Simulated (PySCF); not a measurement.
## Working with the constants of HoSi

PBEsol constants of HoSi, sextet, about 10.8 electrons in the 4f shell (Mulliken), real f orbitals that mix terms (Ho x2c-SVPall, Si x2c-SVPall; spin-free X2C with a Gaussian nucleus (PySCF 2.14); masses 164.9303 and 27.9769 u):

```
ωe                       : 250.1 cm⁻¹
ωexe                     : 1.36 cm⁻¹
Be                       : 0.09774 cm⁻¹
αe                       : 0.000551 cm⁻¹
D (centrifugal)          : 5.97e-08 cm⁻¹
De to Ho (4f11 6s2) + Si : 2.00 eV
```

(1) Give the vibrational terms G(v) and spacings up to v = 3.

(2) How well does the Morse estimate ωe²/(4ωexe) reproduce De, and what is D0?

These are scalar-relativistic numbers at best; spin–orbit coupling would shift them, the dissociation energy most. With d or f electrons several states lie close, and the lowest PBE0 determinant need not be the measured ground state.

## Answers

(1) G(v) = ωe(v+½) − ωexe(v+½)².

```json
{"v": "0", "G(v) (cm⁻¹)": "125", "G(v) − G(v−1)": "", "Bv (cm⁻¹)": "0.09746"}
{"v": "1", "G(v) (cm⁻¹)": "372", "G(v) − G(v−1)": "247", "Bv (cm⁻¹)": "0.09691"}
{"v": "2", "G(v) (cm⁻¹)": "617", "G(v) − G(v−1)": "245", "Bv (cm⁻¹)": "0.09636"}
{"v": "3", "G(v) (cm⁻¹)": "859", "G(v) − G(v−1)": "242", "Bv (cm⁻¹)": "0.09581"}
```

(2) It gives 1.43 eV, 71 % of the computed De. D0 = De − G(0) = 2.00 − 0.02 = 1.98 eV.
